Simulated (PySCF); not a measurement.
## Excitation energies in several basis sets

Species: GaBr4 (charge -1).
SMILES: `[Br][Ga-]([Br])([Br])[Br]`

TDDFT with PBE0 (PySCF), vertical singlets, core orbitals frozen in the response, spherical d and f functions. Geometry: PBE0-D3(BJ)/def2-SVP; no solvent, vibrations or thermal averaging. Relativistic effects, spin–orbit coupling among them, are left out although an element past zinc is present.

```json
{"basis": "aug-cc-pVDZ", "functions": "180", "diffuse": "yes", "S1 (eV)": "5.25", "S2 (eV)": "5.26", "S3 (eV)": "5.27", "S4 (eV)": "5.72", "S5 (eV)": "5.72", "LUMO (eV)": "2.26", "α (au)": "126.6"}
{"basis": "def2-SVPD", "functions": "202", "diffuse": "yes", "S1 (eV)": "5.29", "S2 (eV)": "5.30", "S3 (eV)": "5.31", "S4 (eV)": "5.76", "S5 (eV)": "5.77", "LUMO (eV)": "2.28", "α (au)": "130.0"}
{"basis": "def2-TZVPD", "functions": "282", "diffuse": "yes", "S1 (eV)": "5.32", "S2 (eV)": "5.34", "S3 (eV)": "5.34", "S4 (eV)": "5.77", "S5 (eV)": "5.78", "LUMO (eV)": "2.29", "α (au)": "131.1"}
{"basis": "aug-cc-pVTZ", "functions": "295", "diffuse": "yes", "S1 (eV)": "5.31", "S2 (eV)": "5.33", "S3 (eV)": "5.33", "S4 (eV)": "5.76", "S5 (eV)": "5.77", "LUMO (eV)": "2.25", "α (au)": "130.6"}
```

How much do these states and the polarisability depend on the basis?

Against aug-cc-pVTZ the other sets differ by up to 0.07 eV in S1, 0.07 eV in S2, 0.07 eV in S3, 0.04 eV in S4, 0.04 eV in S5. Against aug-cc-pVTZ the polarisability deviates by -3% in aug-cc-pVDZ, -1% in def2-SVPD, 0% in def2-TZVPD.
